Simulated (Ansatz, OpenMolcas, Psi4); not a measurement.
**How basis sets differ on CH4BFO (SMILES OCBF)**

CH4BFO has 8 atoms, charge 0, and is taken as a singlet. SMILES: `OCBF`. The coordinates come from a PBE0-D4/def2-TZVP relaxation. This is one conformer, not always the lowest.

```xyz
8

O    -1.2405    0.7626   -0.1693
C     0.1179    0.4250   -0.0136
B     0.3686   -1.1120    0.0760
F    -0.6229   -1.9767    0.0072
H    -1.3191    1.7175   -0.2173
H     0.5631    0.8720    0.8937
H     0.7442    0.7998   -0.8434
H     1.4810   -1.5454    0.2108
```

Quantity: the dipole moment, in D. The values are calculated.

| level | kind | program | value (D) | CPU time |
| --- | --- | --- | --- | --- |
| HF/ANO-R0 (sfX2C) | Hartree–Fock | OpenMolcas | 1.66 | 6.8 s |
| HF/ANO-RCC-MB (DKH2) | Hartree–Fock | OpenMolcas | 3.28 | 3.9 s |
| HF/STO-3G | Hartree–Fock | Ansatz | 1.82 | 0.69 s |
| HF/3-21G | Hartree–Fock | OpenMolcas | 3.24 | 1.9 s |
| HF/6-31G* (spherical functions) | Hartree–Fock | Ansatz | 2.88 | 3.9 s |
| HF/def2-SVP | Hartree–Fock | Ansatz | 3.02 | 4.8 s |
| HF/def2-SVP (density fitting) | Hartree–Fock | Psi4 | 3.02 | 1.7 s |
| HF/def2-SVPD | Hartree–Fock | OpenMolcas | 3.05 | 18 s |

The values span 1.66 to 3.28 D. Magnitudes only. Sets without polarisation functions give poor dipoles. Without the sets that lack polarisation functions the rows with a basis span only 2.88 to 3.05 D. CPU times are rough (shared hosts, several kinds of processor and program).
